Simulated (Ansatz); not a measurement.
A series at Si: from `O[Si](O)(O)O[SiH2]F`, ligands are replaced one by one, each step taking up H₂ and setting free H₂O; n counts the steps. Ansatz, PBE0-D4/def2-TZVP geometries. Each molecule was computed in one conformer, which needn't be the lowest.

```tsv
n	molecule	HOMO energy, ωB97M-V/def2-TZVPP (eV)
0	`O[Si](O)(O)O[SiH2]F`	?
1	`O[SiH](O)O[SiH2]F`	-11.32
2	`O[SiH2]O[SiH2]F`	-11.23
3	`F[SiH2]O[SiH3]`	-11.29
```

By hand: fit a straight line y = ȳ + b (n − n̄) to the 3 given rows and predict n = 0.

n̄ = 2.000, ȳ = -11.280; Σ(n − n̄)(y − ȳ) = 0.030, Σ(n − n̄)² = 2.000, so b = 0.015 eV a step. Prediction: -11.280 + (0.015) × (-2.000) = -11.31 eV.

By hand: compare with the computed value, -11.37 eV, and give the steps along the whole series.

The line misses by -0.06 eV (computed minus predicted). Steps: 0.05, 0.09, -0.06 eV.

The steps change sign along the series, so a line is a poor guide. The highest orbital can change its character along such a series. The miss is 42.9 % of the series' range.
